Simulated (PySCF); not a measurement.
B(H)(OH)2 (BH3O2), SMILES OBO.

Geometry optimised at PBE-D3(BJ)/def2-TZVP. One conformer was computed; it need not be the lowest.

Level of theory: PBE/def2-TZVPD run with PySCF.

The molecule is in vacuum.

| Property | Result |
|---|---|
| total energy | -177.07873 hartree |
| point group | Cs |
| highest occupied level | -7.79 eV |
| lowest empty level | -0.64 eV |
| orbital gap | 7.15 eV |
| dipole moment | 1.48 D |
| quadrupole, principal values (traceless, Buckingham form, about the centre of nuclear charge) | -4.82, -1.48, 6.30 D·Å |
| mean static polarisability | 27.1 bohr³ (4.01 Å³) |
| polarisability, principal values | 21.5, 28.1, 31.6 bohr³ |
